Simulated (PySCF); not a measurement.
CH4N, SMILES C[NH], multiplicity 2. Atoms are numbered in the order given.

```xyz
6

C     -0.0122    -0.6227     0.0000
N      0.1531     0.7973     0.0000
H     -0.5841    -0.9629     0.8772
H      0.9564    -1.1254     0.0000
H     -0.5841    -0.9629    -0.8772
H     -0.7863     1.2066     0.0000
```
Charge 0, spin multiplicity 2.

Geometry: PBE0-D3(BJ)/def2-TZVP. The isomer is the one that the SMILES or the coordinates give; other isomers of the formula were not compared.

Method: PBE0/pcH-1 in PySCF.

Unrestricted Kohn–Sham, ⟨S²⟩ = 0.754. Hyperfine tensors hold the contact and dipolar terms, without spin-orbit corrections.

Computed hyperfine couplings:
```
nucleus    A(iso) (MHz)  A(iso) (G)  dipolar principal values (MHz)
---------  ------------  ----------  ------------------------------
13C no. 1         -37.4       -13.4                  -4.1, 0.4, 3.7
14N no. 2          29.9        10.7              -44.8, -43.1, 87.9
1H no. 3          137.4        49.0                -6.5, -4.2, 10.6
1H no. 4           -0.4        -0.2                -5.6, -5.0, 10.6
1H no. 5          137.4        49.0                -6.5, -4.2, 10.6
1H no. 6          -63.1       -22.5               -52.5, -9.7, 62.2
```

Task: And the g tensor (effective nuclear charges for spin-orbit coupling, GIAO)? (An estimate is asked for; the answer gives what the named calculation found.)

Result: principal values 2.0022, 2.0039, 2.0078; isotropic 2.0046.
